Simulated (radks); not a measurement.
Effect of the nuclear size on neutral cobalt, [Ar] 3d7 4s2. All-electron calculation, Dirac Kohn-Sham, exchange-only LDA, spin-unpolarised, spherical densities, finite nucleus; open shells fill j = l - 1/2 first; Fermi nuclear charge, rms radius 3.7875 fm. Program: a radial shooting solver on a logarithmic mesh with Libxc functionals. The rms radius is varied about that value; shifts are against it.

[
 {"rms radius (fm)": "3.28", "total energy shift (eV)": "-0.0336", "density at nucleus (e/bohr^3)": "1.725e+04", "1s1/2 shift (meV)": "-14.3", "2s1/2 shift (meV)": "-1.30", "2p1/2 shift (meV)": "0.132", "3s1/2 shift (meV)": "-0.185"},
 {"rms radius (fm)": "3.5716", "total energy shift (eV)": "-0.0148", "density at nucleus (e/bohr^3)": "1.718e+04", "1s1/2 shift (meV)": "-6.30", "2s1/2 shift (meV)": "-0.575", "2p1/2 shift (meV)": "0.058", "3s1/2 shift (meV)": "-0.082"},
 {"rms radius (fm)": "3.7875", "total energy shift (eV)": "0", "density at nucleus (e/bohr^3)": "1.714e+04", "1s1/2 shift (meV)": "0.000", "2s1/2 shift (meV)": "0.000", "2p1/2 shift (meV)": "0.000", "3s1/2 shift (meV)": "0.000"},
 {"rms radius (fm)": "4.0564", "total energy shift (eV)": "0.0196", "density at nucleus (e/bohr^3)": "1.708e+04", "1s1/2 shift (meV)": "8.34", "2s1/2 shift (meV)": "0.761", "2p1/2 shift (meV)": "-0.077", "3s1/2 shift (meV)": "0.108"},
 {"rms radius (fm)": "4.314", "total energy shift (eV)": "0.0397", "density at nucleus (e/bohr^3)": "1.703e+04", "1s1/2 shift (meV)": "16.8", "2s1/2 shift (meV)": "1.54", "2p1/2 shift (meV)": "-0.156", "3s1/2 shift (meV)": "0.219"}
]

Slopes of the eigenvalues against <r^2> in GHz/fm^2, as finite differences over the two radii next to the reference (eigenvalue slopes, not the field-shift constants of lines): 1s1/2 958, 2s1/2 87.4, 2p1/2 -8.84, 3s1/2 12.4.
